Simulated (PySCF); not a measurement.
Calcium: a sound run and one with changed settings

Sound run: Ca²⁺ [Ar], Ca³⁺ [Ne] 3s2 3p5. Computed with PySCF 2.14 in Sapporo-DKH3-DZP-2012, with scalar relativity by spin-free X2C-1e. In the sound run the correlated levels freeze [Ne] 3s2. The sound run starts from symmetry-adapted Hartree-Fock orbitals and uses a fine grid where one is needed.

A second run was set up differently.

```tsv
species	method	sound run (hartree)	changed run (hartree)	converged
Ca²⁺	UHF	-679.00787	-679.00787	yes
Ca²⁺	TPSS	-679.80135	-679.80135	yes
Ca²⁺	LDA	-677.89808	-677.89808	yes
Ca²⁺	MP2	-679.15677	-679.08432	yes
Ca²⁺	CCSD(T)	-679.17037	-679.17037	yes
Ca³⁺	UHF	-677.17949	-677.17949	yes
Ca³⁺	TPSS	-677.93065	-677.93065	yes
Ca³⁺	LDA	-676.01898	-676.01898	yes
Ca³⁺	MP2	-677.28058	-677.23162	yes
Ca³⁺	CCSD(T)	-677.29575	-677.29575	yes
```

Ionisation energy of Ca²⁺:

```
 method  sound run (eV)  changed run (eV)
    UHF          49.753            49.753
   TPSS          50.904            50.904
    LDA          51.133            51.133
    MP2          51.054            50.414
SCS-MP2          50.979            50.377
   CCSD          51.006            51.006
CCSD(T)          51.011            51.011
```

What was changed?
A. level shift left on
B. all electrons correlated in a valence basis
C. basis contracted for another Hamiltonian
D. angular grid far too coarse

A. It used initial guess sap, at most 50 SCF cycles, level shift 2.0 hartree. A level shift leaves the converged SCF energy unchanged but raises the virtual orbital energies, which shrinks MP2 if it is not removed.
